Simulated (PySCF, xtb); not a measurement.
C3H6BFO2. Atoms are numbered in the order given.

```xyz
13

O      1.4199    -1.4155     0.0000
B      0.1225    -1.0088     0.0000
O     -0.8932    -1.9146     0.0000
C     -0.1950     0.5264     0.0000
F     -1.5695     0.7682     0.0000
C      0.6304     1.5369     0.7520
C      0.6304     1.5369    -0.7520
H      1.5003    -2.3786     0.0000
H     -1.7498    -1.4634     0.0000
H      0.0649     2.3283     1.2513
H      1.5125     1.1774     1.2885
H      0.0649     2.3283    -1.2513
H      1.5125     1.1774    -1.2885
```

Geometry: B3LYP-D3(BJ)/def2-SVP. This is a generated structure with no PubChem entry under its InChIKey; it may be hypothetical. One conformer was computed; it need not be the lowest.

Calculation: C-PCM-M06-2X/def2-SVP (PySCF).

The values are the electrostatic part of the solvation free energy, E(continuum) − E(gas) at the gas-phase geometry, in a cavity of scaled van der Waals radii (PySCF's table); cavitation and dispersion terms are not included. In vacuum the orbital gap is 11.68 eV. The dipole moment in vacuum is 0.53 D.

```csv
solvent,ε,ΔG(elec) (kcal/mol),dipole (D),gap (eV)
water,78.36,-6.2,0.56,11.70
2-propanol,19.26,-5.9,0.56,11.70
ethanol,24.85,-6.0,0.56,11.70
```

For comparison, GFN2-xTB/ALPB(water) (xtb, at the GFN2-xTB geometry, all terms of that model) gives -9.1 kcal/mol.
